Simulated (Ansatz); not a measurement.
Be6S5, relaxed as a singlet with RKS r2SCAN-D4/def2-SVP in Ansatz, starting from the GFN1-xTB geometry. Force threshold 0.02 eV/Å.

Another isomer (singlet) lies 1.30 eV lower at PBE0-D4/def2-TZVP; other spin states weren't run for this one.

Start:

```xyz
11

Be   -1.7674   -0.7760   -0.1469
Be    0.3542    0.2348    2.3577
Be    1.5389    1.2284    1.1164
Be    0.2441    1.5758   -0.8684
Be   -0.0162   -0.6070   -1.7598
Be    0.3375   -1.7306    0.3794
S     1.0963    2.9192    0.2149
S    -1.0253   -0.9761    1.7598
S    -1.5003    0.7953   -1.4766
S    -0.8505   -2.3605   -1.1353
S     1.5885   -0.3032   -0.4412
```

```json
{"step": "1", "energy (eV)": "-56572.3271", "largest force component (eV/Å)": "1.352", "SCF passes": "18"}
{"step": "2", "energy (eV)": "-56572.6664", "largest force component (eV/Å)": "0.538", "SCF passes": "26"}
{"step": "3", "energy (eV)": "-56572.7142", "largest force component (eV/Å)": "0.247", "SCF passes": "19"}
{"step": "4", "energy (eV)": "-56572.7335", "largest force component (eV/Å)": "0.119", "SCF passes": "19"}
{"step": "5", "energy (eV)": "-56572.7383", "largest force component (eV/Å)": "0.248", "SCF passes": "26"}
{"step": "6", "energy (eV)": "-56572.7781", "largest force component (eV/Å)": "0.260", "SCF passes": "19"}
{"step": "7", "energy (eV)": "-56572.8565", "largest force component (eV/Å)": "0.452", "SCF passes": "20"}
{"step": "8", "energy (eV)": "-56572.9549", "largest force component (eV/Å)": "0.410", "SCF passes": "20"}
{"step": "9", "energy (eV)": "-56573.0660", "largest force component (eV/Å)": "0.352", "SCF passes": "26"}
{"step": "10", "energy (eV)": "-56573.1182", "largest force component (eV/Å)": "0.292", "SCF passes": "25"}
{"step": "11 (rejected)", "energy (eV)": "-56573.1059", "largest force component (eV/Å)": "0.649", "SCF passes": "24"}
{"step": "12", "energy (eV)": "-56573.1495", "largest force component (eV/Å)": "0.085", "SCF passes": "19"}
{"step": "13", "energy (eV)": "-56573.1606", "largest force component (eV/Å)": "0.034", "SCF passes": "18"}
{"step": "14", "energy (eV)": "-56573.1618", "largest force component (eV/Å)": "0.007", "SCF passes": "19"}
```

Force components are those of the run's own axes.

End:

```xyz
11

Be   -1.6870   -0.8059   -0.0444
Be    0.0389    0.4068    2.0582
Be    0.9760    2.1754    1.5675
Be    0.6645    1.2410   -0.5195
Be   -0.1985   -0.7014   -1.7768
Be    0.3445   -1.8327    0.1356
S     1.5096    3.0075   -0.0208
S    -0.8381   -1.3385    1.8302
S    -1.3465    0.8964   -1.1510
S    -1.1226   -2.4323   -1.1990
S     1.6591   -0.6163   -0.8802
```

Bonds lost: Be3–S11 (atoms count from 1).

No frequencies were taken in this run, so the end may be a saddle point.

It took 61 s on 4 threads of Arm Neoverse V1 on a shared host.
